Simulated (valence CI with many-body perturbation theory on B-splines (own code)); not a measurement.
Level structure of Tm⁵⁴⁺

Calculated by relativistic CI+MBPT: five valence electrons over a frozen Dirac-Fock core [Ne], radial functions for each j: 11 s, 11 p, 10 d, 8 f, 5 g, 2 h, with the one-electron correlation potential Σ1 (screened to all orders), the two-electron term Σ2, the three-electron term Σ3, Breit, model QED; selected single and double excitations, second order for the rest, scaled by the run's own slope (own B-spline code, finite nucleus).

No measured spectrum was set against this ion. As an estimate, large intervals hold to a few tenths of a per cent, small ones and those within an open d or f shell to about a per cent. Among the levels kept, up to 3100 cm⁻¹ of a level comes from second order outside the variational space, and about a tenth of that is noise between levels of different J, which matters for small intervals.

Levels 91 to 135 of 166, with energies above the lowest level, (3s^2 3p1/2^2 3p3/2) J=3/2. "Leading %" is the weight of the configuration and term that name the level; weights of strongly mixed levels are sums over their largest components and can fall short. In the jj column 3d3/2^4 stands for four electrons in 3d with j = 3/2. Lifetimes count E1, E2, E3, M1 and M2 decay at the calculated energies, and are blank where another channel may lead or the interval is too uncertain; long ones can be off by a factor of two.

| No. | Configuration | Term | J | E (eV) | Leading % | Lifetime | g | Second component | Leading jj |
| --- | --- | --- | --- | --- | --- | --- | --- | --- | --- |
| 91 | 3s3p³3d | ⁶D° | 9/2 | 894.90 | 42 | 3.72 ps | 1.357 | 24 % 3s3p³3d ⁴G° | 3s 3p1/2 3p3/2^2 3d5/2 (96 %) |
| 92 | 3s3p³3d | ²F° | 5/2 | 898.23 | 29 | 477 fs | 1.046 | 12 % 3s3p³3d ⁴G° | 3s 3p1/2 3p3/2^2 3d3/2 (92 %) |
| 93 | 3s3p²3d² | ⁶D | 3/2 | 898.26 | 30 | 4.16 ps | 1.613 | 24 % 3s3p²3d² ⁴P | 3s 3p1/2^2 3d3/2 3d5/2 (96 %) |
| 94 | 3s3p³3d | ⁴D° | 7/2 | 901.56 | 44 | 1.40 ps | 1.302 | 23 % 3s3p³3d ⁴F° | 3s 3p1/2 3p3/2^2 3d5/2 (78 %) |
| 95 | 3s3p²3d² | ⁴F | 9/2 | 905.47 | 28 | 3.71 ps | 1.208 | 18 % 3s3p²3d² ²G | 3s 3p1/2^2 3d3/2 3d5/2 (93 %) |
| 96 | 3s3p²3d² | ²F | 5/2 | 907.01 | 24 | 3.97 ps | 1.117 | 14 % 3s3p²3d² ⁴G | 3s 3p1/2^2 3d3/2 3d5/2 (95 %) |
| 97 | 3s3p³3d | ⁴D° | 3/2 | 912.27 | 25 | 474 fs | 1.311 | 15 % 3s3p³3d ²P° | 3s 3p1/2 3p3/2^2 3d3/2 (76 %) |
| 98 | 3s3p³3d | ²P° | 1/2 | 912.29 | 41 | 328 fs | 1.001 | 19 % 3s3p³3d ⁴D° | 3s 3p1/2 3p3/2^2 3d3/2 (81 %) |
| 99 | 3s3p²3d² | ²D | 3/2 | 912.37 | 20 | 4.32 ps | 1.061 | 13 % 3s3p²3d² ²P | 3s 3p1/2^2 3d3/2 3d5/2 (91 %) |
| 100 | 3s3p²3d² | ²G | 7/2 | 913.31 | 30 | 3.94 ps | 0.926 | 26 % 3s3p²3d² ⁴H | 3s 3p1/2^2 3d3/2 3d5/2 (97 %) |
| 101 | 3s3p³3d | ²F° | 5/2 | 914.62 | 22 | 399 fs | 1.031 | 13 % 3s3p³3d ²D° | 3s 3p1/2 3p3/2^2 3d3/2 (70 %) |
| 102 | 3s3p³3d | ⁴G° | 11/2 | 916.03 | 97 | 4.63 ps | 1.261 |  | 3s 3p1/2 3p3/2^2 3d5/2 (97 %) |
| 103 | 3s3p³3d | ⁴F° | 9/2 | 918.36 | 55 | 2.92 ps | 1.243 | 30 % 3s3p³3d ²G° | 3s 3p1/2 3p3/2^2 3d5/2 (92 %) |
| 104 | 3s3p²3d² | ²P | 1/2 | 918.76 | 35 | 3.88 ps | 1.163 | 22 % 3s3p²3d² ⁴D | 3s 3p1/2^2 3d3/2 3d5/2 (92 %) |
| 105 | 3s3p³3d | ²P° | 1/2 | 919.01 | 36 | 756 fs | 0.746 | 24 % 3s3p³3d ⁴D° | 3s 3p1/2 3p3/2^2 3d5/2 (59 %) |
| 106 | 3s3p³3d | ⁴P° | 1/2 | 920.47 | 24 | 516 fs | 1.158 | 22 % 3s3p³3d ⁴D° | 3s 3p1/2 3p3/2^2 3d3/2 (54 %) |
| 107 | 3s3p³3d | ⁴D° | 3/2 | 920.62 | 11 | 314 fs | 1.057 | 9 % 3p⁵ ²P° | 3s 3p1/2 3p3/2^2 3d3/2 (59 %) |
| 108 | 3s3p³3d | ⁴D° | 5/2 | 930.83 | 40 | 1.46 ps | 1.310 | 10 % 3s3p³3d ²D° | 3s 3p1/2 3p3/2^2 3d5/2 (87 %) |
| 109 | 3s3p³3d | ²D° | 3/2 | 936.06 | 29 | 1.22 ps | 1.195 | 27 % 3s3p³3d ⁴D° | 3s 3p1/2 3p3/2^2 3d5/2 (92 %) |
| 110 | 3s3p³3d | ²P° | 1/2 | 937.00 | 41 | 863 fs | 1.262 | 36 % 3s3p³3d ²S° | 3s 3p1/2 3p3/2^2 3d5/2 (69 %) |
| 111 | 3s3p³3d | ²F° | 7/2 | 937.61 | 49 | 1.93 ps | 1.124 | 18 % 3s3p³3d ²G° | 3s 3p1/2 3p3/2^2 3d5/2 (86 %) |
| 112 | 3s3p³3d | ⁴D° | 5/2 | 940.07 | 31 | 1.02 ps | 1.305 | 21 % 3s3p³3d ⁴P° | 3s 3p1/2 3p3/2^2 3d5/2 (84 %) |
| 113 | 3s3p⁴ | ²S | 1/2 | 946.87 | 34 | 375 fs | 1.819 | 33 % 3s3p⁴ ⁴P | 3s 3p3/2^4 (95 %) |
| 114 | 3s3p³3d | ⁴D° | 7/2 | 947.42 | 33 | 900 fs | 1.217 | 14 % 3s3p³3d ²F° | 3s 3p1/2 3p3/2^2 3d5/2 (83 %) |
| 115 | 3s3p³3d | ²P° | 3/2 | 948.61 | 39 | 954 fs | 1.339 | 16 % 3s3p³3d ⁴S° | 3s 3p1/2 3p3/2^2 3d5/2 (79 %) |
| 116 | 3s3p³3d | ²G° | 9/2 | 949.68 | 63 | 1.06 ps | 1.127 | 9 % 3s3p³3d ⁴G° | 3s 3p1/2 3p3/2^2 3d5/2 (77 %) |
| 117 | 3s3p³3d | ⁴D° | 5/2 | 951.37 | 32 | 906 fs | 1.172 | 20 % 3s3p³3d ²D° | 3s 3p1/2 3p3/2^2 3d5/2 (86 %) |
| 118 | 3s3p³3d | ²F° | 5/2 | 957.84 | 37 | 1.28 ps | 1.106 | 18 % 3s3p³3d ²D° | 3s 3p1/2 3p3/2^2 3d5/2 (85 %) |
| 119 | 3s3p³3d | ⁴D° | 7/2 | 958.96 | 20 | 407 fs | 1.158 | 12 % 3s²3p3d² ²G° | 3s 3p1/2 3p3/2^2 3d5/2 (58 %) |
| 120 | 3s3p³3d | ⁴F° | 7/2 | 959.06 | 17 | 475 fs | 1.148 | 16 % 3s3p³3d ²F° | 3s 3p1/2 3p3/2^2 3d5/2 (56 %) |
| 121 | 3s3p²3d² | ⁴F | 9/2 | 961.96 | 26 | 2.94 ps | 1.255 | 12 % 3s3p²3d² ⁶D | 3s 3p1/2^2 3d5/2^2 (91 %) |
| 122 | 3s3p³3d | ²P° | 3/2 | 962.81 | 25 | 748 fs | 1.033 | 22 % 3s3p³3d ²D° | 3s 3p1/2 3p3/2^2 3d5/2 (71 %) |
| 123 | 3s²3p3d² | ⁴F° | 5/2 | 963.12 | 27 | 264 fs | 1.045 | 10 % 3s3p³3d ²F° | 3s^2 3p3/2 3d3/2^2 (57 %) |
| 124 | 3s²3p3d² | ⁴D° | 1/2 | 963.59 | 56 | 258 fs | 0.445 | 12 % 3s3p³3d ²S° | 3s^2 3p3/2 3d3/2^2 (64 %) |
| 125 | 3s3p³3d | ²F° | 7/2 | 964.14 | 38 | 575 fs | 1.161 | 12 % 3s3p³3d ²G° | 3s 3p1/2 3p3/2^2 3d5/2 (63 %) |
| 126 | 3s²3p3d² | ⁴D° | 3/2 | 964.43 | 15 | 268 fs | 0.993 | 15 % 3s²3p3d² ⁴F° | 3s^2 3p3/2 3d3/2^2 (50 %) |
| 127 | 3s3p³3d | ²D° | 5/2 | 966.24 | 36 | 744 fs | 1.159 | 16 % 3s3p³3d ²F° | 3s 3p1/2 3p3/2^2 3d5/2 (83 %) |
| 128 | 3s3p³3d | ²S° | 1/2 | 972.36 | 22 | 622 fs | 1.107 | 22 % 3s3p³3d ²P° | 3s 3p1/2 3p3/2^2 3d5/2 (71 %) |
| 129 | 3s3p²3d² | ²D | 5/2 | 973.25 | 19 | 2.43 ps | 1.351 | 11 % 3s3p²3d² ⁴D | 3s 3p1/2^2 3d5/2^2 (94 %) |
| 130 | 3s3p³3d | ²D° | 3/2 | 976.20 | 28 | 425 fs | 1.101 | 8 % 3s3p³3d ⁴D° | 3s 3p1/2 3p3/2^2 3d5/2 (70 %) |
| 131 | 3s3p²3d² | ²F | 7/2 | 978.36 | 23 | 2.73 ps | 1.080 | 11 % 3s3p²3d² ⁴G | 3s 3p1/2^2 3d5/2^2 (92 %) |
| 132 | 3s3p³3d | ²D° | 5/2 | 982.16 | 31 | 485 fs | 1.076 | 14 % 3s3p³3d ²F° | 3s 3p1/2 3p3/2^2 3d5/2 (81 %) |
| 133 | 3s3p³3d | ²D° | 3/2 | 983.25 | 29 | 338 fs | 1.282 | 15 % 3s²3p3d² ⁴S° | 3s 3p1/2 3p3/2^2 3d5/2 (38 %) |
| 134 | 3s3p²3d² | ²D | 3/2 | 984.15 | 22 | 2.38 ps | 1.091 | 16 % 3s3p²3d² ⁴F | 3s 3p1/2^2 3d5/2^2 (91 %) |
| 135 | 3s3p³3d | ²P° | 3/2 | 984.81 | 18 | 311 fs | 1.251 | 11 % 3s²3p3d² ²D° | 3s 3p1/2 3p3/2^2 3d5/2 (40 %) |

Where two levels of one J and parity lie close, their mixing, g and order are uncertain.
